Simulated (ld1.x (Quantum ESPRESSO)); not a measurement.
## An all-electron radial function and its pseudo partner (calcium)

Columns: radius, all-electron u(r) and pseudo u(r) of the 3p shell (level -31.03 eV) of calcium in the configuration [Ne] 3s2 3p6 3d0 4s1.5 4p0; BLYP, scalar-relativistic, RRKJ scheme, ld1.x (Quantum ESPRESSO) 7.5.

```json
{"r (bohr)": "0.120", "all-electron": "0.3816", "pseudo": "-0.0339"}
{"r (bohr)": "0.240", "all-electron": "0.4480", "pseudo": "-0.1299"}
{"r (bohr)": "0.360", "all-electron": "0.1776", "pseudo": "-0.2726"}
{"r (bohr)": "0.480", "all-electron": "-0.1817", "pseudo": "-0.4398"}
{"r (bohr)": "0.600", "all-electron": "-0.4984", "pseudo": "-0.6072"}
{"r (bohr)": "0.720", "all-electron": "-0.7292", "pseudo": "-0.7530"}
{"r (bohr)": "0.840", "all-electron": "-0.8720", "pseudo": "-0.8615"}
{"r (bohr)": "0.960", "all-electron": "-0.9394", "pseudo": "-0.9249"}
{"r (bohr)": "1.080", "all-electron": "-0.9499", "pseudo": "-0.9430"}
{"r (bohr)": "1.200", "all-electron": "-0.9211", "pseudo": "-0.9223"}
{"r (bohr)": "1.320", "all-electron": "-0.8677", "pseudo": "-0.8727"}
{"r (bohr)": "1.440", "all-electron": "-0.8004", "pseudo": "-0.8050"}
{"r (bohr)": "1.560", "all-electron": "-0.7269", "pseudo": "-0.7293"}
{"r (bohr)": "1.680", "all-electron": "-0.6523", "pseudo": "-0.6529"}
{"r (bohr)": "1.800", "all-electron": "-0.5800", "pseudo": "-0.5800"}
{"r (bohr)": "1.920", "all-electron": "-0.5120", "pseudo": "-0.5120"}
{"r (bohr)": "2.040", "all-electron": "-0.4493", "pseudo": "-0.4493"}
{"r (bohr)": "2.160", "all-electron": "-0.3923", "pseudo": "-0.3923"}
{"r (bohr)": "2.280", "all-electron": "-0.3412", "pseudo": "-0.3412"}
{"r (bohr)": "2.400", "all-electron": "-0.2958", "pseudo": "-0.2958"}
{"r (bohr)": "2.520", "all-electron": "-0.2556", "pseudo": "-0.2556"}
{"r (bohr)": "2.640", "all-electron": "-0.2203", "pseudo": "-0.2203"}
{"r (bohr)": "2.760", "all-electron": "-0.1895", "pseudo": "-0.1895"}
{"r (bohr)": "2.880", "all-electron": "-0.1627", "pseudo": "-0.1627"}
{"r (bohr)": "3.000", "all-electron": "-0.1395", "pseudo": "-0.1395"}
{"r (bohr)": "3.120", "all-electron": "-0.1194", "pseudo": "-0.1194"}
```

How many radial nodes do the two functions have?

The all-electron 3p function has n − l − 1 = 1; the pseudo-wave has 0, since the states of the same l below it are removed with the core.

At about which radius was the pseudo-wave matched?

1.85 bohr, where the columns begin to agree (steps of 0.12 bohr).

Where does each function peak?

Outermost all-electron maximum near 1.08 bohr, pseudo maximum near 1.08 bohr (to the table’s step).

Is the pseudo-wave norm-conserving?

Yes: the RRKJ scheme keeps the norm inside the radius equal to the all-electron one, which fixes the energy derivative of the logarithmic derivative at the level.
